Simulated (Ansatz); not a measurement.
Cost and result up the ladder for B₉P₉H₂₄, a nanocrystal cut from wurtzite BP (hydrogen-capped) (42 atoms). The state is a singlet with charge 0. Geometry: PBE-D4/def2-SVP.

```xyz
42

B     0.133    0.884   -3.788
P     1.833    0.036   -3.290
P    -0.898    0.907   -2.121
B    -1.265   -0.900   -1.460
B     2.002   -0.498   -1.418
P     0.500   -1.698   -1.006
P    -2.304   -0.883    0.200
B    -2.676   -2.694    0.849
B     0.615   -2.265    0.873
P    -0.901   -3.445    1.228
B    -0.035    1.997   -0.742
P     1.687    1.097   -0.314
P    -1.066    2.035    0.924
B    -1.431    0.220    1.563
B     1.837    0.615    1.586
P     0.340   -0.618    1.910
B    -0.203    3.135    2.296
P     1.508    2.231    2.633
H    -0.424    0.180   -4.618
H     0.364    2.028   -4.156
H     2.130   -1.107   -4.096
H     2.964    0.846   -3.615
H    -2.161    1.514   -2.405
H    -1.814   -1.577   -2.316
H     3.075   -1.018   -1.161
H     0.683   -2.873   -1.802
H    -3.558   -0.265   -0.097
H    -3.199   -3.359   -0.035
H    -3.308   -2.645    1.896
H     1.693   -2.778    1.122
H    -0.668   -4.673    0.535
H    -0.781   -3.913    2.572
H     0.183    3.129   -1.149
H     2.755    2.007   -0.592
H    -2.328    2.634    0.621
H    -2.084    0.241    2.596
H     2.911    0.092    1.833
H     0.404   -0.987    3.291
H     0.029    4.253    1.856
H    -0.862    3.116    3.327
H     2.629    3.100    2.456
H     1.689    1.901    4.012
```

Ansatz on 2 threads of AMD EPYC 7R13 on a shared host and a share (18 GiB) of an NVIDIA H100 80GB HBM3. Times are rough, and most runs start from the orbitals of an earlier one. PBE0-D4/def2-TZVP serves as the yardstick here, not as an exact answer. Differences are given only for rows in sets of like size (and for xTB, whose basis is part of the method), since another set adds its own error. Binding counts from free atoms at the same level (B doublet, P quartet, H doublet; other spins of the atoms weren't run), without zero-point energy or a counterpoise term.

Single mean-field runs in def2-SVP, def2-TZVP are fitted with def2-universal-jkfit.

| level | functions | wall time | binding energy per atom (eV) | difference from PBE0-D4/def2-TZVP (eV) |
| --- | --- | --- | --- | --- |
| PBE-D4/def2-SVP | 408 | 3.8 s | 3.65 | – |
| PBE0-D4/def2-SVP | 408 | 4.5 s | 3.62 | – |
| PBE0-D4/def2-TZVP | 756 | 5.5 s | 3.61 | 0.00 |
| PBE-D4/def2-TZVP | 756 | 7.5 s | 3.63 | 0.03 |
| r2SCAN-D4/def2-TZVP (with forces) | 756 | 9 s | 3.58 | -0.02 |
